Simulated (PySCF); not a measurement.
ZrF3Cl, SMILES [F][Zr]([F])([F])[Cl], multiplicity 1. Atoms are numbered in the order given.

```xyz
5

Zr     0.0000     0.0000    -0.2664
F     -1.5408    -0.8896    -0.9177
F      0.0000     1.7792    -0.9177
F      1.5408    -0.8896    -0.9177
Cl     0.0000     0.0000     2.0844
```

Geometry optimised at r2SCAN-D4/def2-SVP. The spin state was assumed, not searched. The structure was generated by enumeration; whether it is a known compound was not checked. The def2 effective core potentials stand for the cores of Zr; spin–orbit coupling is left out.

These are M06-2X/def2-TZVP (PySCF) values and carry that method's errors.

Gas-phase values at a fixed geometry.

Computed frontier levels, gap, dipole moment and polarisability:
```json
{
 "highest_occupied_level": "-11.42 eV",
 "lowest_empty_level": "-1.03 eV",
 "orbital_gap": "10.39 eV",
 "dipole_moment": "0.01 D",
 "quadrupole, principal values (traceless, Buckingham form, about the centre of nuclear charge)": "-0.29, -0.29, 0.57 D·Å",
 "mean_static_polarisability": "44.4 bohr³ (6.58 Å³)",
 "polarisability_principal_values": "39.7, 39.7, 53.9 bohr³"
}
```
